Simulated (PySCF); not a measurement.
## Two-component Hartree-Fock for Cd(2+) (cadmium, charge +2)

Start: [Kr] 4d10. Calculated with PySCF 2.14 in x2c-QZVPPall-2c: generalised Hartree-Fock with the X2C-1e Hamiltonian and a Gaussian nucleus; one run each with spin-orbit coupling (SO) switched off, then screened by Boettger's factors.

| spinor shell | electrons | ε, spin-free (eV) | ε, screened SO (eV) | weight of nominal j (screened SO) | rms radius, screened SO (bohr) |
| --- | --- | --- | --- | --- | --- |
| 1s1/2 | 2 | -26866.0 | -26864.1 | 1.000 | 0.0348 |
| 2s1/2 | 2 | -4092.8 | -4092.3 | 1.000 | 0.142 |
| 2p1/2 | 2 | -3667.3 | -3800.7 | 1.000 | 0.124 |
| 2p3/2 | 4 | -3667.3 | -3606.1 | 1.000 | 0.128 |
| 3s1/2 | 2 | -815.94 | -815.80 | 1.000 | 0.381 |
| 3p1/2 | 2 | -672.84 | -697.47 | 1.000 | 0.375 |
| 3p3/2 | 4 | -672.84 | -661.49 | 1.000 | 0.386 |
| 3d3/2 | 4 | -449.60 | -453.85 | 1.000 | 0.362 |
| 3d5/2 | 6 | -449.60 | -446.63 | 1.000 | 0.365 |
| 4s1/2 | 2 | -147.44 | -147.42 | 1.000 | 0.944 |
| 4p1/2 | 2 | -103.34 | -107.57 | 1.000 | 1.01 |
| 4p3/2 | 4 | -103.34 | -101.40 | 1.000 | 1.04 |
| 4d3/2 | 4 | -38.076 | -38.570 | 1.000 | 1.34 |
| 4d5/2 | 6 | -38.076 | -37.744 | 1.000 | 1.36 |

```csv
quantity,spin-free,screened SO
E (hartree),-5590.00149,-5591.13222
M_J,0,0
⟨J²⟩,0.000,0.000
⟨L²⟩,0.000,0.016
⟨S²⟩,0.000,0.016
```

Breit and QED terms are absent; they matter most for the inner s and p1/2 levels.

Densities and radii are taken from the X2C orbitals without a picture-change correction, which distorts them close to the nucleus.

Without spin-orbit coupling the j labels of p, d and f shells carry no meaning; the spin-free column gives the mean over the occupied spinors of each nl shell.
